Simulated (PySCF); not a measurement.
3-methylthiophene (C₅H₆S), SMILES Cc1ccsc1. The structure is a stationary point at PBE0-D3(BJ)/def2-SVP.

Computed equilibrium geometry at PBE0-D3(BJ)/def2-SVP (PySCF confirms it by a frequency run) as a Z-matrix, and its point group:
point group Cs.
```
C
C 1 1.3732
H 2 1.0896 1 127.44
C 1 1.4311 2 111.18 3 180.00
C 4 1.3683 1 113.14 2 0.00
H 5 1.0892 4 128.16 1 180.00
H 4 1.0917 5 123.24 6 0.00
C 1 1.4963 2 124.77 3 0.00
H 8 1.0987 1 111.41 2 0.00
H 8 1.1017 9 107.85 1 -122.31
H 8 1.1017 9 107.85 10 -115.39
S 5 1.7166 6 120.30 4 180.00
```
Charge 0, spin multiplicity 1.
